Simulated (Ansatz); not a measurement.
`C#[C][InH][Cl]` + NH₃ → `[NH2][InH][Cl]` + acetylene at 600 K and 1 bar (ligand exchange at the In–C bond).

Calculated with Ansatz (gas phase, PBE0-D4/def2-TZVP geometries, no zero-point term in ΔE). CCSD(T)/CBS adds triple-zeta CCSD(T) − MP2 to the extrapolated MP2 energy (def2 sets, frozen cores). This one scheme is used for every species. def2 core potentials past Kr. For In outer-core shells are correlated without core-valence functions, which leaves a few kJ/mol of doubt a bond. One conformer a species, not always the lowest.

```
         species  CCSD(T)/CBS energy (Eh)  H − E (kJ/mol)  S (J/(mol·K))
`C#[C][InH][Cl]`               -726.87417           114.5          407.1
             NH₃                -56.50880           112.4          219.5
`[NH2][InH][Cl]`               -706.15182           128.7          384.5
           `C#C`                -77.22717            96.2          235.4
```

H − E and S are ideal-gas, rigid-rotor, harmonic terms from PBE0-D4/def2-TZVP, for one conformer and one mirror image of each species. 1 Eh = 2625.50 kJ/mol, R = 8.31446 J/(mol·K).

Q: By hand: ΔE, ΔH, ΔS and ΔG.

A: ΔE = (-706.15182) + (-77.22717) − (-726.87417) − (-56.50880) = 0.00398 Eh = 10.4 kJ/mol. Δ(H − E) = 128.7 + 96.2 − 114.5 − 112.4 = -2.0, so ΔH = 8.4 kJ/mol. ΔS = 384.5 + 235.4 − 407.1 − 219.5 = -6.7 J/(mol·K). ΔG = 8.4 − 600 × (-6.7)/1000 = 12.4 kJ/mol.

Q: By hand: the equilibrium constant, and the temperature at which ΔG would vanish if ΔH and ΔS stayed fixed.

A: log₁₀ K = −ΔG/(RT ln 10) = -1.1. ΔH and −TΔS have one sign here, so there is no such temperature.

TΔS isn't small against ΔH here. A doubt of 5 kJ/mol in ΔE shifts log₁₀ K by 0.4 here. Other conformers and mirror images would add mixing entropy, several J/(mol·K) or more a flexible species. These are equilibria of isolated gas molecules and say nothing of rates. Largest T1 diagnostic: 0.014 (customary marks: 0.02 for closed shells, 0.045 for open ones).

ΔS is within the doubt of such terms, so its sign, and with it that verdict, could turn.
